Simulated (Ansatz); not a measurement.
Two isomers of C3H6OSi: A = `[SiH3]OC1=CC1`, B = `[SiH3]C1=CCO1`.

Program: Ansatz. Geometries: PBE0-D4/def2-TZVP. ΔE: electronic, gas phase. CCSD(T)/CBS adds triple-zeta CCSD(T) − MP2 to the extrapolated MP2 energy (def2 sets, frozen cores). Functionals use def2-TZVPP. B3LYP here is the variant with VWN-RPA as its local correlation; programs differ in this. One conformer a species, not always the lowest.

(1) Which is lower in electronic energy at CCSD(T)/CBS, and by how much? (Best estimate.)

(2) Give E(B) − E(A) in kcal/mol with ωB97M-V, HF/def2-TZVPP, PBE0-D4, B3LYP, CCSD(T)/def2-TZVPP, B2PLYP, MP2/def2-TZVPP. (Best estimate.)

Largest T1 diagnostic: 0.014.

## Answers

(1) Ansatz gave: A, by 4.0 kcal/mol.

(2) Computed: ωB97M-V 4.5, HF/def2-TZVPP 8.4, PBE0-D4 3.7, B3LYP 5.3, CCSD(T)/def2-TZVPP 3.9, B2PLYP 5.3, MP2/def2-TZVPP 6.1. None reverses the order clearly.

From PBE to PBE0 (25 % exact exchange), in def2-TZVPP and without D4, E(B) − E(A) moves by +1.4 kcal/mol. In def2-TZVPP, CCSD(T) changes the Hartree–Fock value by −4.5 kcal/mol (the triples alone add −0.9 kcal/mol) and MP2 by −2.3 kcal/mol.
